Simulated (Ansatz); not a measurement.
Reactions of C2H9GaSi (`CC[SiH2][GaH2]`).

Gas-phase electronic energies from Ansatz, PBE0-D4/def2-TZVP geometries. CCSD(T)/CBS adds triple-zeta CCSD(T) − MP2 to the extrapolated MP2 energy (def2 sets, frozen cores). This one scheme is used for every species. Triplets are unrestricted, without spin–orbit coupling. For Ga, Se outer-core shells are correlated without core-valence functions, which leaves a few kJ/mol of doubt a bond. Scalar relativity is left out up to krypton. One conformer a species, not always the lowest.

```tsv
reaction	CCSD/CBS(def2) (kcal/mol)
`CC[SiH2][GaH2]` + `OCC[SiH2]S` → `S[SiH2][CH2][GaH2]` + `CC[SiH2]CO`	-0.8
`CC[SiH2][GaH2]` + `O[SiH3]` → `[SiH3][O][GaH2]` + `CC[SiH3]`	-17.7
`CC[SiH2][GaH2]` + CH₃SH → `CC[SiH2]SC` + `[GaH3]`	-10.4
`CC[SiH2][GaH2]` → `[CH2]` (triplet) + `C[SiH2][GaH2]`	99.3
`CC[SiH2][GaH2]` → `C[SiH2][CH2][GaH2]`	-10.6
`CC[SiH2][GaH2]` + `C#N` → `N#C[SiH2][GaH2]` + `CC`	-12.9
`CC[SiH2][GaH2]` → `[SiH3][GaH2]` + `C=C`	31.8
`CC[SiH2][GaH2]` + `OC[SiH2][SiH3]` → `[SiH3][SiH2][GaH2]` + `CC[SiH2]CO`	-3.2
`CC[SiH2][GaH2]` + `O[SiH3]` → `[SiH3]O[SiH2][GaH2]` + `CC`	-26.1
`CC[SiH2][GaH2]` + H₂Se → `CC[SiH2][SeH]` + `[GaH3]`	-12.2
```

Task: Give the CCSD(T)/CBS values in the same order. (Best estimate.)

Result: Computed: -1.0, -17.4, -10.6, 102.0, -10.7, -12.6, 32.2, -3.3, -26.1, -12.1 kcal/mol.

Largest T1 diagnostic: 0.014, for `C#N`.
